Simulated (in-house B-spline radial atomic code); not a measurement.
# Co IX (Co8+): [Ar] (3d3/2)1 (an excited or competing configuration)

Computed with a radial B-spline atomic code at the basis-set limit: Dirac-Hartree-Fock, average of the jj configuration, Fermi nucleus of rms radius 3.7875 fm.

Screening seen three ways: the hydrogenic charge with the same mean radius, Z_r = [3n² - l(l+1)]/(2<r>), the one with the same energy, Z_e = n√(-2ε), and Slater's rules. Values are occupation-weighted means over j.

| shell | electrons | ε (eV) | <r> (bohr) | Z_r | Z_e | Slater |
| --- | --- | --- | --- | --- | --- | --- |
| 1s | 2 | -7966.3 | 0.05617 | 26.70 | 24.20 | 26.70 |
| 2s | 2 | -1156.1 | 0.2534 | 23.68 | 18.44 | 22.85 |
| 2p | 6 | -1013.2 | 0.2237 | 22.35 | 17.26 | 22.85 |
| 3s | 2 | -292.89 | 0.717 | 18.83 | 13.92 | 15.75 |
| 3p | 6 | -245.94 | 0.7319 | 17.08 | 12.75 | 15.75 |
| 3d | 1 | -186.31 | 0.7196 | 14.59 | 11.10 | 9.00 |

The least bound orbital is 3d3/2 at -186.3 eV, while the most diffuse is 3p3/2 (<r> = 0.7344 bohr against 0.7196 bohr): energy order and size order differ.

For the 1s electron the small component carries 0.945 % of the norm, the zero-frequency Breit interaction raises the level by 9.488 eV, self-energy by 4.691 eV, and vacuum polarisation lowers it by 0.4085 eV.
